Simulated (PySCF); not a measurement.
Isomers of C5H8O3SSi, mass 175.996 u with the commonest isotopes. Theory: PBE0/pcSseg-1 in PySCF (dipole) on a GFN2-xTB geometry, gas phase. One conformer each, none proved a minimum here; rigid rotors.

Question: Order these by rotational constant B, smallest first.
A. `[CH2:1]=[C:2]([SiH2:3][O:4][C:5]([CH3:6])=[S:7])[C:8](=[O:9])[OH:10]` with C1–C2–Si3–O4 -118°, C2–Si3–O4–C5 -178°, Si3–O4–C5–C6 176°, C1–C2–C8–O9 -170°, C2–C8–O10–H 180°
B. `[CH2:1]=[C:2]([O:3][CH:4]=[O:5])[SiH2:6][O:7][C:8]([CH3:9])=[S:10]` with C1–C2–O3–C4 -164°, C2–O3–C4–O5 3°, C1–C2–Si6–O7 -124°, C2–Si6–O7–C8 -93°, Si6–O7–C8–C9 -55°
C. `[O:1]=[CH:2][O:3]/[CH:4]=[CH:5]/[Si@@H:6]1[O:7][CH2:8][CH2:9][S:10]1` with O1–C2–O3–C4 0°, C2–O3–C4–C5 -178°, C4–C5–Si6–O7 7°, C5–Si6–O7–C8 -113°, Si6–O7–C8–C9 -30°, O7–C8–C9–S10 43°, C8–C9–S10–Si6 -33°

Answer: C (454.2 MHz), A (511.9 MHz), B (700.7 MHz).

Question: Order these by radius of gyration √(Σ m r²/M), largest first.
A. `[O:1]=[CH:2][O:3]/[CH:4]=[CH:5]/[Si@@H:6]1[O:7][CH2:8][CH2:9][S:10]1` with O1–C2–O3–C4 0°, C2–O3–C4–C5 -178°, C4–C5–Si6–O7 7°, C5–Si6–O7–C8 -113°, Si6–O7–C8–C9 -30°, O7–C8–C9–S10 43°, C8–C9–S10–Si6 -33°
B. `[CH2:1]=[C:2]([SiH2:3][O:4][C:5]([CH3:6])=[S:7])[C:8](=[O:9])[OH:10]` with C1–C2–Si3–O4 -118°, C2–Si3–O4–C5 -178°, Si3–O4–C5–C6 176°, C1–C2–C8–O9 -170°, C2–C8–O10–H 180°
C. `[CH2:1]=[C:2]([O:3][CH:4]=[O:5])[SiH2:6][O:7][C:8]([CH3:9])=[S:10]` with C1–C2–O3–C4 -164°, C2–O3–C4–O5 3°, C1–C2–Si6–O7 -124°, C2–Si6–O7–C8 -93°, Si6–O7–C8–C9 -55°

Answer: A (2.697 Å), B (2.576 Å), C (2.273 Å).

Question: Order these by dipole moment, smallest first.
A. `[O:1]=[CH:2][O:3]/[CH:4]=[CH:5]/[Si@@H:6]1[O:7][CH2:8][CH2:9][S:10]1` with O1–C2–O3–C4 0°, C2–O3–C4–C5 -178°, C4–C5–Si6–O7 7°, C5–Si6–O7–C8 -113°, Si6–O7–C8–C9 -30°, O7–C8–C9–S10 43°, C8–C9–S10–Si6 -33°
B. `[CH2:1]=[C:2]([SiH2:3][O:4][C:5]([CH3:6])=[S:7])[C:8](=[O:9])[OH:10]` with C1–C2–Si3–O4 -118°, C2–Si3–O4–C5 -178°, Si3–O4–C5–C6 176°, C1–C2–C8–O9 -170°, C2–C8–O10–H 180°
C. `[CH2:1]=[C:2]([O:3][CH:4]=[O:5])[SiH2:6][O:7][C:8]([CH3:9])=[S:10]` with C1–C2–O3–C4 -164°, C2–O3–C4–O5 3°, C1–C2–Si6–O7 -124°, C2–Si6–O7–C8 -93°, Si6–O7–C8–C9 -55°

Answer: A (0.44 D), C (3.65 D), B (3.88 D).

| SMILES | point group | Ia (u·Å²) | Ib (u·Å²) | Ic (u·Å²) | κ | μa (D) | μb (D) | μc (D) |
| --- | --- | --- | --- | --- | --- | --- | --- | --- |
| C=C(OC=O)[SiH2]OC(C)=S | C1 | 314.09 | 721.25 | 783.95 | -0.88 | 3.08 | 0.68 | 1.84 |
| O=CO/C=C/[Si@@H]1OCCS1 | C1 | 243.80 | 1112.64 | 1204.29 | -0.96 | 0.29 | 0.26 | 0.21 |
| C=C([SiH2]OC(C)=S)C(=O)O | C1 | 253.33 | 987.17 | 1095.01 | -0.93 | 3.22 | 0.44 | 2.13 |
